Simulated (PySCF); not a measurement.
**Radial density of Ta⁺ (tantalum, charge +1)**

r2SCANh, [Xe] 4f14 5d2 6s1 7s1, high-spin 5F determinant (an excited configuration). All numbers are calculated (PySCF 2.14, a scalar-relativistic core potential, in aug-cc-pwCVDZ-PP with ECP60MDF (6s6p5d3f, 70 functions)). This is the valence pseudo-density: the core potential removes the inner electrons and smooths the orbitals near the nucleus.

```
r (bohr)  4πr²ρ (e/bohr)  4πr²(ρα − ρβ)
  0.0829       1.152e-05         0.0000
   0.139       3.920e-05         0.0000
   0.234       0.0001598         0.0000
   0.394         0.02974         0.0023
   0.663           2.624         0.1419
    1.12           9.736         0.8589
    1.88           3.385         1.4109
    3.16          0.6677         0.6371
    5.31          0.2126         0.2126
    8.93         0.08886         0.0889
    15.0        0.002300         0.0023
```

Energies and moments cover only the electrons outside the core potential. Spin-orbit coupling, absent here, splits the open shell strongly. The outer electron is Rydberg-like, and this basis confines it to a smaller radius and binds it less than a complete one would.
